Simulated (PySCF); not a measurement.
**Dipole response of Mn (manganese, neutral)**

[Ar] 3d6 4s1, high-spin 6D determinant (an excited configuration). Calculation: PySCF 2.14, in x2c-QZVPPall with one added diffuse shell each of s, p, d, f, g type (12s8p6d5f3g, 128 functions); the spin-free X2C one-electron Hamiltonian (Gaussian nucleus). Coupled (time-dependent) response in atomic units; α is the mean over directions.

| method | mean α (bohr³) | α xx, yy, zz | C₆ (like pair) | S(−4) |
| --- | --- | --- | --- | --- |
| PBE0 | 67.78 | 68.85, 68.85, 65.65 | 540.8 | 3928 |

S(−4) is the Cauchy moment in α(ω) = α(0) + S(−4) ω² + …

α(iu) at PBE0:

```tsv
u (hartree)	α(iu) (bohr³)
0	67.78
0.0500	59.77
0.100	45.50
0.200	25.44
0.300	16.12
0.500	8.714
0.750	5.317
1.00	3.740
1.50	2.258
2.00	1.553
3.00	0.8819
5.00	0.4036
```

The components differ because the open shell of this determinant is not spherical; for a pure term their mean is the scalar polarisability.
